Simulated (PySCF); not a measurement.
C4H12O3Si, triplet, geometry from GFN2-xTB of the parent state (a higher spin typed on purpose: for a closed-shell molecule this is an excited state); DF-HF/6-31G** (PySCF).

Here is a job for PySCF.
```python
from pyscf import gto, scf

mol = gto.M(
    atom='''
C    -2.351200   -1.276742   -0.346431
O    -1.499053   -0.171473   -0.464038
Si    0.000320    0.003483    0.136743
C     0.004785    0.052126    2.046433
O     0.609654    1.364572   -0.508094
C     0.076563    2.658524   -0.452345
O     0.886091   -1.229137   -0.442674
C     2.271942   -1.411141   -0.353817
H    -1.836377   -2.192979   -0.637966
H    -2.704837   -1.380188    0.682198
H    -3.202708   -1.109507   -1.006855
H    -0.722912    0.762195    2.430162
H     0.976311    0.343143    2.436863
H    -0.236240   -0.918406    2.471831
H    -0.968744    2.658371   -0.763566
H     0.659356    3.285626   -1.127836
H     0.144734    3.057631    0.562497
H     2.800228   -0.518704   -0.691453
H     2.536044   -2.255737   -0.991076
H     2.564595   -1.628515    0.676203
''',
    basis='6-31g**',
    charge=0,
    spin=2,
    verbose=4,
)

mf = scf.UHF(mol)
mf = mf.density_fit(auxbasis='def2-universal-jkfit')
mf.kernel()
```

Output, abridged:

```
PySCF version 2.14.0

[INPUT] verbose = 4
[INPUT] num. atoms = 20
[INPUT] num. electrons = 74
[INPUT] charge = 0
[INPUT] spin (= nelec alpha-beta = 2S) = 2
[INPUT] symmetry False subgroup None
[INPUT] Mole.unit = angstrom
[INPUT] Symbol           X                Y                Z      unit          X                Y                Z       unit  Magmom
[INPUT]  1 C     -2.351200000000  -1.276742000000  -0.346431000000 AA   -4.443124064077  -2.412692711729  -0.654659711059 Bohr   0.0
[INPUT]  2 O     -1.499053000000  -0.171473000000  -0.464038000000 AA   -2.832799616208  -0.324037007758  -0.876904731391 Bohr   0.0
[INPUT]  3 Si     0.000320000000   0.003483000000   0.136743000000 AA    0.000604712360   0.006581916092   0.258406819451 Bohr   0.0
[INPUT]  4 C      0.004785000000   0.052126000000   2.046433000000 AA    0.009042339506   0.098503863969   3.867197902272 Bohr   0.0
[INPUT]  5 O      0.609654000000   1.364572000000  -0.508094000000 AA    1.152079090746   2.578667357250  -0.960158505535 Bohr   0.0
[INPUT]  6 C      0.076563000000   2.658524000000  -0.452345000000 AA    0.144683101275   5.023882255583  -0.854808163816 Bohr   0.0
[INPUT]  7 O      0.886091000000  -1.229137000000  -0.442674000000 AA    1.674469311442  -2.322732299570  -0.836532622466 Bohr   0.0
[INPUT]  8 C      2.271942000000  -1.411141000000  -0.353817000000 AA    4.293348150897  -2.666670013145  -0.668617228215 Bohr   0.0
[INPUT]  9 H     -1.836377000000  -2.192979000000  -0.637966000000 AA   -3.470249591450  -4.144129706923  -1.205581016784 Bohr   0.0
[INPUT] 10 H     -2.704837000000  -1.380188000000   0.682198000000 AA   -5.111401141590  -2.608177320411   1.289167382726 Bohr   0.0
[INPUT] 11 H     -3.202708000000  -1.109507000000  -1.006855000000 AA   -6.052240976954  -2.096664363288  -1.902680197149 Bohr   0.0
[INPUT] 12 H     -0.722912000000   0.762195000000   2.430162000000 AA   -1.366105692162   1.440339803513   4.592340618325 Bohr   0.0
[INPUT] 13 H      0.976311000000   0.343143000000   2.436863000000 AA    1.844960402400   0.648446291562   4.605003673086 Bohr   0.0
[INPUT] 14 H     -0.236240000000  -0.918406000000   2.471831000000 AA   -0.446428899667  -1.735535811157   4.671083616210 Bohr   0.0
[INPUT] 15 H     -0.968744000000   2.658371000000  -0.763566000000 AA   -1.830660844816   5.023593127486  -1.442930618030 Bohr   0.0
[INPUT] 16 H      0.659356000000   3.285626000000  -1.127836000000 AA    1.246002258589   6.208933287750  -2.131301153425 Bohr   0.0
[INPUT] 17 H      0.144734000000   3.057631000000   0.562497000000 AA    0.273507620913   5.778085179980   1.062965275889 Bohr   0.0
[INPUT] 18 H      2.800228000000  -0.518704000000  -0.691453000000 AA    5.291664006339  -0.980208499716  -1.306656798009 Bohr   0.0
[INPUT] 19 H      2.536044000000  -2.255737000000  -0.991076000000 AA    4.792428599846  -4.262725139048  -1.872862208629 Bohr   0.0
[INPUT] 20 H      2.564595000000  -1.628515000000   0.676203000000 AA    4.846382170429  -3.077447339746   1.277838474609 Bohr   0.0

nuclear repulsion = 521.604729548532
number of shells = 86
number of NR pGTOs = 324
number of NR cGTOs = 176
basis = 6-31g**
ecp = {}

******** <class 'pyscf.df.df_jk.DFUHF'> ********
method = DFUHF
initial guess = minao
damping factor = 0
level_shift factor = 0
DIIS = <class 'pyscf.scf.diis.CDIIS'>
diis_start_cycle = 1
diis_space = 8
diis_damp = 0
SCF conv_tol = 1e-09
SCF conv_tol_grad = None
SCF max_cycles = 50
direct_scf = False
number electrons alpha = 38  beta = 36
Set gradient conv threshold to 3.16228e-05
******** <class 'pyscf.df.df.DF'> ********
auxbasis = def2-universal-jkfit
init E= -673.28064699841

cycle= 1 E= -671.516092452991  delta_E= 1.76  |g|= 0.588  |ddm|= 4.91

cycle= 2 E= -671.643969005763  delta_E= -0.128  |g|= 0.394  |ddm|= 2.21

cycle= 3 E= -671.712518615454  delta_E= -0.0685  |g|= 0.079  |ddm|= 0.527

cycle= 4 E= -671.726580663666  delta_E= -0.0141  |g|= 0.0416  |ddm|= 1.03

cycle= 5 E= -671.733818928495  delta_E= -0.00724  |g|= 0.0323  |ddm|= 0.698

cycle= 6 E= -671.74017178171  delta_E= -0.00635  |g|= 0.0199  |ddm|= 0.886

cycle= 7 E= -671.742586885654  delta_E= -0.00242  |g|= 0.0128  |ddm|= 0.631

cycle= 8 E= -671.74337624665  delta_E= -0.000789  |g|= 0.00602  |ddm|= 0.403

cycle= 9 E= -671.743571389953  delta_E= -0.000195  |g|= 0.00277  |ddm|= 0.237

cycle= 10 E= -671.743606198714  delta_E= -3.48e-05  |g|= 0.00132  |ddm|= 0.0927

cycle= 11 E= -671.743615388508  delta_E= -9.19e-06  |g|= 0.000719  |ddm|= 0.0544

cycle= 12 E= -671.743618010243  delta_E= -2.62e-06  |g|= 0.00038  |ddm|= 0.0249

cycle= 13 E= -671.74361890942  delta_E= -8.99e-07  |g|= 0.00017  |ddm|= 0.0216

cycle= 14 E= -671.743619042555  delta_E= -1.33e-07  |g|= 8.27e-05  |ddm|= 0.0066

cycle= 15 E= -671.743619065434  delta_E= -2.29e-08  |g|= 3.7e-05  |ddm|= 0.003

cycle= 16 E= -671.743619069291  delta_E= -3.86e-09  |g|= 1.71e-05  |ddm|= 0.00132

cycle= 17 E= -671.743619069934  delta_E= -6.43e-10  |g|= 6.5e-06  |ddm|= 0.000375

Extra cycle  E= -671.743619069993  delta_E= -5.87e-11  |g|= 4.26e-06  |ddm|= 5.09e-05
converged SCF energy = -671.743619069993  <S^2> = 2.0112716  2S+1 = 3.007505
```
